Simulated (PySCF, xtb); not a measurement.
CH7NSi3, SMILES [Si@H]1([SiH2]C=N1)[SiH3].

Harmonic wavenumbers (cm⁻¹) from GFN2-xTB (xtb) at its own minimum, in rising order: 24, 82, 100, 236, 321, 355, 424, 429, 460, 476, 496, 526, 592, 617, 722, 732, 775, 797, 807, 810, 822, 1230, 1603, 2098, 2206, 2215, 2219, 2241, 2246, 2950.

Task: What does PBE-D3(BJ)/def2-SVP in PySCF give at its own minimum? (The exact figures need the calculation; the answer reports its results.)

Result: 70, 91, 100, 200, 344, 396, 413, 454, 484, 523, 554, 591, 644, 676, 727, 744, 824, 872, 896, 897, 901, 1243, 1540, 2121, 2137, 2144, 2149, 2165, 2170, 2937. Paired by order, the mean absolute difference is 46 cm⁻¹ and the zero-point energies are 42.3 and 42.9 kcal/mol.
